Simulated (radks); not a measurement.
Spherical quantum dot in the effective-mass picture: electrons in a parabolic well V = omega^2 r^2 / 2 with omega = 0.0723, with a point charge +2 (a donor) at the centre, all in effective atomic units (hartree* = m*/eps^2 hartree, bohr* = eps/m* bohr), one dielectric constant everywhere. Method: non-relativistic Kohn-Sham, PBE, spin-polarised, spherical densities; computed with a radial shooting solver with Libxc functionals. Levels are named by radial order and angular momentum (1s, 1p, 1d, 2s, ...), and open shells are averaged over m. Results are scaled to m* = 0.104 and eps = 8.9, for which hartree* = 35.73 meV and bohr* = 4.529 nm.

N = 26, configuration 1s2 1p6 1d10 2s2 1f(up 6, down 0). This is the lowest configuration that the search found (a dilute case). Occupied levels:

| level | occupation | eigenvalue (meV) | <r> (nm) |
|---|---|---|---|
| 1s down | 1 | 54.755 | 4.283 |
| 1s up | 1 | 54.800 | 4.292 |
| 2s down | 1 | 73.297 | 40.04 |
| 2s up | 1 | 73.399 | 53.15 |
| 1p up | 3 | 73.714 | 56.54 |
| 1p down | 3 | 73.856 | 46.68 |
| 1d up | 5 | 74.231 | 59.87 |
| 1d down | 5 | 74.617 | 54.70 |
| 1f up | 6 | 74.898 | 62.36 |

Energy (meV): total 956.964, kinetic 135.75, external -24.235, Hartree 972.65, exchange-correlation -127.21.
